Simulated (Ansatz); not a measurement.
`CO/C=C/[SiH3]`, charge 0, multiplicity 1.

Task: Give a relaxed structure at PBE0-D4/def2-TZVP (Ansatz). (An estimate is asked.)

Result: Computed: 
Z-matrix (Å, degrees):
```
C
O 1 1.410
H 1 1.095 2 111.0
H 1 1.088 2 106.4 3 119.2
H 1 1.095 2 111.0 3 -121.5
C 2 1.340 1 117.0 3 60.8
C 6 1.337 2 128.4 1 -0.0
H 6 1.086 2 109.6 1 180.0
Si 7 1.844 6 120.8 2 -180.0
H 7 1.086 6 119.6 2 -0.0
H 9 1.489 7 111.7 6 -120.2
H 9 1.489 7 111.8 6 120.0
H 9 1.488 7 108.8 6 -0.1
```
Point group Cs.
This is one stationary point; other conformers may exist.
